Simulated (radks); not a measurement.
The nitrogen anion N3-, [Ne], held by a Watson sphere: a shell of charge +3 at radius R that stands for the Madelung well of a crystal (potential energy -3/R inside, -3/r outside, in hartree with lengths in bohr). Calculated with a radial shooting solver on a logarithmic mesh with Libxc functionals: non-relativistic Kohn-Sham, PBEsol, spin-polarised, spherical densities, point nucleus. Response by self-consistent Sternheimer equations with the Hartree and adiabatic LDA kernel. The sphere does not respond.

R (bohr)  e(1s) (eV)  e(2s) (eV)  e(2p) (eV)  <r> 2p (bohr)  sum of <r^2> (bohr^2)  X-ray form factor at sin(theta)/lambda = 0.3 1/angstrom  alpha (bohr^3)
1.68         -375.17     -20.117      -8.668          1.615                  24.83                                                    3.468           14.06
1.99         -375.95     -18.436      -7.515          1.747                  28.85                                                    3.276           20.21
2.25         -376.39     -17.255      -6.669          1.854                  32.36                                                    3.188           27.22
3.06         -376.91     -14.788      -4.702          2.181                  44.49                                                    3.130           66.06
3.27         -376.93     -14.386      -4.335          2.265                  48.01                                                    3.135           81.99
